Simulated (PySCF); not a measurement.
Species: CH3Cl2Si, charge 0, multiplicity 2. It need not be the lowest isomer of its formula. 
Structure (B3LYP-D3(BJ)/def2-TZVP (Ansatz) minimum search):
```xyz
7

C     -1.8715    -0.7602    -0.3319
Si    -0.0314    -0.4258    -0.4281
Cl     0.2635     1.5712    -0.9004
Cl     0.8173    -0.8072     1.4245
H     -2.0498    -1.8023    -0.0659
H     -2.3131    -0.1161     0.4321
H     -2.3419    -0.5477    -1.2923
```
Charge 0, spin multiplicity 2.

Dispersion corrections to the total energy (kcal/mol) from the dftd3 and dftd4 libraries through PySCF: D3(BJ) without and D4 with the three-body term, each with the damping fitted for the functional named.

| functional | D3(BJ) | D4 |
|---|---|---|
| LC-wPBE | ___ | -5.14 |
| PW6B95 | -2.83 | -3.91 |
| B3LYP | -8.55 | ___ |
| CAM-B3LYP | -4.07 | -3.98 |
| PBE | -4.51 | -4.54 |
| HSE06 | ___ | -3.63 |
| TPSSh | -5.53 | -5.53 |

Task: What belongs in the gaps?

Result: 
- LC-wPBE, D3(BJ): -4.73
- B3LYP, D4: -7.45
- HSE06, D3(BJ): -3.42
